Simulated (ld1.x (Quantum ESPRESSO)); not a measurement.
**Scattering properties, TM potential for As**

As, norm-conserving Troullier–Martins (Kleinman–Bylander form), made with ld1.x (Quantum ESPRESSO) 7.5 (LDA (PZ), scalar-relativistic). Core [Ar] 3d10, reference 4s2 4p3. Waves: 4p (bound): rc 2.15 bohr; 4s (bound): rc 1.20 bohr. Local part: the s channel. Core correction: Bessel-smoothed model core, default radius (core density twice the valence density).

The phase is arctan(r·u′/u) with u = r·R(r), unwrapped; energies in Ry, scanned from -3 to 5 Ry. A pole is an energy at which the radial function vanishes at the test radius. The pseudo phase is shifted by a multiple of π to meet the all-electron one at the reference energy, and phase errors are pseudo minus all-electron; the curves can meet again beyond the range given. Levels narrower than the energy grid can be missing from the lists of poles.

Q: For each channel, where are the poles, and over which energies does the pseudopotential scatter like the atom?

A:

```
channel  radius (bohr)  reference energy (Ry)  poles, all-electron  poles, pseudo  unbroken range about the reference energy with phases within 0.05 rad  phase error 1 Ry above the reference energy (rad)
      s           2.36                  -1.08                 0.09     0.06, 4.62                                                              below 1.8                                             -0.004
      p           2.36                  -0.39                 1.39           1.46                                                              below 3.4                                             +0.005
```

Note: ghost state, extra bound levels that the all-electron valence spectrum of the same l lacks: p at -161.5 eV. A true bound ghost makes a file unfit for plane-wave use.

Phases in the s channel:

```
E (Ry)  all-electron  pseudo
 -3.00         1.215   1.214
 -2.76         1.177   1.176
 -2.52         1.125   1.123
 -2.28         1.049   1.047
 -2.04         0.928   0.925
 -1.80         0.708   0.704
 -1.56         0.269   0.265
 -1.32        -0.430  -0.431
 -1.08        -0.963  -0.963
 -0.84        -1.234  -1.234
 -0.60        -1.379  -1.381
 -0.36        -1.469  -1.472
 -0.12        -1.531  -1.534
  0.12        -1.577  -1.582
  0.36        -1.614  -1.621
  0.60        -1.646  -1.656
  0.84        -1.675  -1.688
  1.08        -1.702  -1.720
  1.32        -1.729  -1.754
  1.56        -1.756  -1.792
  1.80        -1.786  -1.839
  2.04        -1.819  -1.899
  2.28        -1.857  -1.987
  2.52        -1.903  -2.130
  2.76        -1.961  -2.409
  3.00        -2.036  -3.012
  3.24        -2.141  -3.795
  3.48        -2.294  -4.225
  3.72        -2.528  -4.429
  3.96        -2.878  -4.543
  4.20        -3.317  -4.619
  4.44        -3.711  -4.676
  4.68        -3.986  -4.723
  4.92        -4.165  -4.765
```
